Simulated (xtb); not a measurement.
C₂H₆N, doublet, at a GFN2-xTB geometry, atoms displaced at random by about 0.05 Å a coordinate. Base run: GFN2-xTB run with xtb.

The xtb input:
```
$ xtb mol.xyz --gfn 2 --uhf 1 --opt --json

# file mol.xyz
9

C      1.25703151     0.21445753    -0.23616892
C      0.09730061    -0.39869004     0.37089856
N     -1.22281637     0.08888824    -0.09979240
H      2.21232796    -0.13235555    -0.04979145
H      1.13704336     0.82329542    -1.17472694
H      0.17602907    -0.30644382     1.51399375
H      0.12765821    -1.43858648     0.22362901
H     -1.14623718     1.16820058    -0.11121179
H     -1.94394112    -0.20036357     0.48404727
```

Variants of this job, named by their change:

```
change               ΔE vs base (µEh)  optimiser steps
-------------------  ----------------  ---------------
base                              0.0                8
opt level = vtight               -1.6               11
opt level = lax                   3.4                7
opt level = tight                -1.5               10
alpb = toluene                  -4107                8
opt level = sloppy               39.2                5
alpb = methanol                 -5675                8
opt level = extreme              -1.6               12
opt level = loose                14.0                6
engine = inertial                17.6                -
```
